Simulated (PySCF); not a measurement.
A PySCF script (with the pyscf-properties extension) for the NMR shieldings of SMILES [CH3][Al@@-]1([F])[O]C=CC=[O+]1, C$_{4}$H$_{6}$AlFO$_{2}$, on a GFN2-xTB geometry:

```python
import basis_set_exchange as bse
import numpy as np
from pyscf import gto, dft
from pyscf.prop import nmr

atoms = """
C     2.513016    0.105788    0.416367
Al    0.933876   -0.085806   -0.751405
F     0.910205   -0.299633   -2.398077
O    -0.247988   -1.341294   -0.115005
C    -1.462887   -1.216913    0.202169
C    -2.150363   -0.011408    0.249086
C    -1.501315    1.166767   -0.093801
O    -0.290913    1.247868   -0.442127
H     2.329732   -0.207054    1.445447
H     3.360240   -0.477155    0.054445
H     2.856848    1.140525    0.465330
H    -1.999497   -2.138265    0.464201
H    -3.185421    0.008549    0.539704
H    -2.066211    2.107558   -0.058500
"""
names = dict.fromkeys(["C", "Al", "F", "O", "H"], "pcSseg-1")
basis = {el: gto.basis.parse(bse.get_basis(n, elements=[el], fmt="nwchem")) for el, n in names.items()}
mol = gto.M(atom=atoms, basis=basis, charge=0, verbose=0)
mf = dft.RKS(mol, xc="PBE0")
mf.grids.level = 2
mf.grids.alignment = dft.numint.BLKSIZE   # the property module wants whole blocks of grid points
mf.conv_tol = 1e-9
mf.kernel()

calc = nmr.RKS(mf)   # GIAO
C = mf.mo_coeff
Co = C[:, mf.mo_occ > 0]
resp = mf.gen_response(singlet=True, hermi=2)
def vind(x):   # induced exchange potential for any number of trial vectors
    d = np.einsum("pi,xij,qj->xpq", C, 2 * x.reshape(-1, C.shape[1], Co.shape[1]), Co, optimize=True)
    return np.einsum("xpq,pi,qj->xij", resp(d - d.transpose(0, 2, 1)), C, Co, optimize=True).ravel()
mo1, _ = nmr.rhf.solve_mo1(calc, with_cphf=vind)
sigma = calc.kernel(mo1)
for i, s in enumerate(sigma):   # ppm
    print("%2d %-2s %9.2f" % (i, mol.atom_pure_symbol(i), np.trace(s) / 3))
```

Task: What are the results?

Result: 
```
 0 C     202.78
 1 Al    478.31
 2 F     341.53
 3 O      15.29
 4 C      -3.67
 5 C      76.53
 6 C      -3.68
 7 O      16.12
 8 H      32.27
 9 H      32.18
10 H      32.18
11 H      23.18
12 H      25.83
13 H      23.19
```

These numbers come from an equivalent density-fitted implementation of the same equations, which agrees with the script to about 0.01 ppm for H and up to a few tenths of a ppm for heavy atoms, so last digits may differ.

Size and cost of the density-fitted run: 173 basis functions, 56 s wall time on 1 thread of an Arm Neoverse N1, shared host; peak memory 0.78 GiB.
